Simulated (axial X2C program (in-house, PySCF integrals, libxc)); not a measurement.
AlSe⁺: cheaper levels and CCSD(T), 2c

Computed with an in-house all-electron X2C program for linear molecules (integrals from PySCF). Two-component (2c) means X2C with spin–orbit coupling and atomic mean-field two-electron Coulomb and Gaunt terms. Basis: Se dyall-cv3z [8s9p6d4f1g], Al dyall-v3z [8s8p2d1f] (cores contracted in-house); Gaussian nuclei, density fitting, unrestricted open shells. Masses: Se 79.917 u, Al 26.982 u.

State: Ω = 2 (⟨Sz⟩ = 1.00, ⟨Lz⟩ = 1.00 at HF); fragments Se + Al+.

| level | Re (Å) | ωe (cm⁻¹) | De (eV) |
| --- | --- | --- | --- |
| PBE0 | 2.328 | 343.7 | 1.08 |
| HF | 2.347 | 284.0 | n/a |
| MP2 | 2.314 | 376.2 | 0.765 |
| CCSD | 2.358 | 304.6 | 0.603 |
| B3LYP | 2.360 | 312.8 | 0.868 |

Correlated methods: 8 electrons correlated (number of frozen shells: Se 3 s, 2 p, 1 d; Al 2 s, 1 p), 186 virtual spin orbitals or spinors in MP2, 90 natural virtuals in coupled cluster.

CCSD(T), same Hamiltonian and basis:

Re = 2.351 Å, ωe = 323.1 cm⁻¹, De = 0.72 eV; T1 = 0.023 (Lee–Taylor normalisation).

(1) Give the differences from CCSD(T) in the columns below.

The state is one determinant whose occupation by symmetry is held fixed; it was picked as the lowest of a PBE0 search that is not exhaustive. Dissociation energies refer to the lowest single-determinant-based atoms at the same level and basis. De is not given where an atomic determinant may have missed its ground term or J level, or where the truncated virtual space spoils (T). Density functionals use the spin component along the axis (collinear). Coupled cluster ran in a truncated set of natural virtual spinors; the MP2 energy of the rest was added. (T) has no such correction and the atoms are truncated less, which lowers De at CCSD(T) by a hundredth of an eV or more. Other states lie close and PBE0, whose exact exchange favours high spin, may order them wrongly; the determinant shown need not be the ground state. The nearest other 2c determinant of the search, Ω = 1, lies 0.12 eV up at the distance of the search. Without a current term, density functionals place determinants with orbital angular momentum somewhat too high. With several unpaired electrons one determinant need not be a pure state. Open-shell Ω = 0 determinants with evenly filled partner blocks cannot be reached by this program, so the Ω shown need not be the lowest component.

Answers

(1) 

```
level  ΔRe (Å)  Δωe (cm⁻¹)  ΔDe (eV)
 PBE0   -0.023          21      0.36
   HF   -0.004         -39       n/a
  MP2   -0.037          53      0.05
 CCSD    0.007         -18     -0.12
B3LYP    0.009         -10      0.15
```
